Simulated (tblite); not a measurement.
Start geometry of `CC1=C(C)[C@@H](Cl)C1` from a force field or distance geometry (Å):
```
atom  x, y, z in Å
C1    -1.4562   -1.0985    0.9186
C2    -0.5775   -0.0434    0.3344
C3     0.6019   -0.0238   -0.2416
C4     1.5588   -1.1144   -0.6063
C5     0.6336    1.4258   -0.4338
Cl6    0.4022    1.8324   -2.1562
C7    -0.6969    1.4164    0.2266
H8    -1.1219   -2.1111    0.6370
H9    -1.5381   -0.9825    2.0136
H10   -2.4931   -0.9190    0.5038
H11    2.2265   -1.3574    0.2521
H12    2.2166   -0.7047   -1.3849
H13    0.9833   -1.9968   -0.9614
H14    1.4473    1.9810    0.0683
H15   -1.5558    1.7644   -0.4024
H16   -0.6382    1.9404    1.2208
```

Task: What comes out of this run: GFN2-xTB geometry optimisation, gas phase in tblite?

Result: 
```
atom  x, y, z in Å
C1    -1.5293   -1.0862    0.9034
C2    -0.6058   -0.0760    0.3377
C3     0.5961   -0.0939   -0.2509
C4     1.5766   -1.1194   -0.6766
C5     0.6636    1.4052   -0.3695
Cl6    0.7381    2.0389   -2.0342
C7    -0.7445    1.4289    0.2718
H8    -1.1170   -2.0865    0.7990
H9    -1.7077   -0.8843    1.9596
H10   -2.4908   -1.0440    0.3919
H11    2.5203   -0.9872   -0.1470
H12    1.7774   -1.0195   -1.7429
H13    1.1958   -2.1178   -0.4779
H14    1.4521    1.9078    0.1905
H15   -1.5257    1.7926   -0.3931
H16   -0.8070    1.9502    1.2267
```

The energy falls by 0.471 eV over 93 L-BFGS steps, the largest force on an atom goes from 3.70 to 0.007 eV/Å, and the atoms move by 0.300 Å rms after alignment. The bond that changes most is C5–C7 (sp3 C–Cl carbon to allylic carbon), which lengthens by 0.062 Å. Bonds longer at the end by more than 0.005 Å: 4 of 16; shorter: 11. Among the angles that change most is Cl6–C5–H14, from 114.8° to 106.6°. Among the dihedrals that turn most is C5–C3–C4–H12, from -19° to -57°. Rotational constants go from 3477, 1608, 1264 to 3527, 1518, 1172 MHz. The orientation of the end geometry is arbitrary; only internal coordinates are fixed.

Hardware: one thread of an Arm Neoverse V2, no GPU, shared host.

Its GFN2-xTB frequencies are all real (lowest 91 cm⁻¹).

These are computed values.
